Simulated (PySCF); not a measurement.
F4S, SMILES FS(F)(F)F.

Geometry optimised at TPSSh-D3(BJ)/def2-SVP.

Calculation: PBE/def2-TZVP (PySCF).

Symmetry labels are those of the subgroup C2v that the program uses (full group C2v).

Question: List the valence orbital energies around the gap with their symmetry. (Estimate from the structure and the level; the computed values follow.)

Answer: 
| orbital | symmetry | energy (eV) |
|---|---|---|
| HOMO−7 | A1 | -12.24 |
| HOMO−6 | B2 | -11.75 |
| HOMO−5 | B1 | -11.56 |
| HOMO−4 | A1 | -10.53 |
| HOMO−3 | B1 | -10.26 |
| HOMO−2 | B2 | -9.88 |
| HOMO−1 | A2 | -9.69 |
| HOMO | A1 | -8.41 |
| LUMO | B1 | -3.39 |
| LUMO+1 | A1 | -1.50 |
| LUMO+2 | B2 | 0.20 |
| LUMO+3 | A1 | 4.78 |
